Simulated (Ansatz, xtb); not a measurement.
System: C4H6N, charge 1, multiplicity 1. It need not be the lowest isomer of its formula. SMILES: C/C=C\C#[NH+]
Geometry from a B3LYP-D3(BJ)/def2-TZVP (Ansatz, a program for electronic structure) optimisation:
```xyz
11

C     -1.8701    -0.1168     0.0435
C     -0.7688    -1.0958     0.0615
C      0.5582    -0.8415     0.0235
C      1.0579     0.4573    -0.0409
N      1.5046     1.5116    -0.0940
H     -1.5420     0.9201    -0.0064
H     -2.5266    -0.3286    -0.8067
H     -2.4907    -0.2561     0.9347
H     -1.0483    -2.1436     0.1109
H      1.3075    -1.6247     0.0406
H      1.9048     2.4331    -0.1406
```
Charge +1, spin multiplicity 1.

Harmonic wavenumbers from GFN2-xTB (xtb, at its own minimum), cm⁻¹: 135, 159, 200, 266, 346, 487, 511, 647, 730, 885, 948, 965, 1028, 1089, 1214, 1318, 1346, 1397, 1434, 1588, 2318, 2963, 2995, 3015, 3055, 3070, 3550.

Question: Give the harmonic wavenumbers at B3LYP-D3(BJ)/def2-TZVP (Ansatz, finite differences of forces, unscaled).

Answer: 156, 174, 269, 307, 399, 556, 597, 681, 734, 907, 962, 991, 1081, 1132, 1265, 1390, 1421, 1453, 1474, 1630, 2329, 3026, 3069, 3129, 3170, 3184, 3704 cm⁻¹. Zero-point energy 56.0 kcal/mol.

Question: From these and the geometry, give the ideal-gas thermochemistry at 298.15 K and 1 atm (rigid rotor, harmonic oscillator).

Answer: Point group Cs, rotational symmetry number 1. Rotational constants 11.97, 3.319, 2.64 GHz. S(trans) 38.57, S(rot) 25.53, S(vib) 11.09, S(elec, spin only) 0.00, S 75.2 cal/(mol K). H(298) - H(0) 4.38 kcal/mol; G - E(el) 38.0 kcal/mol.
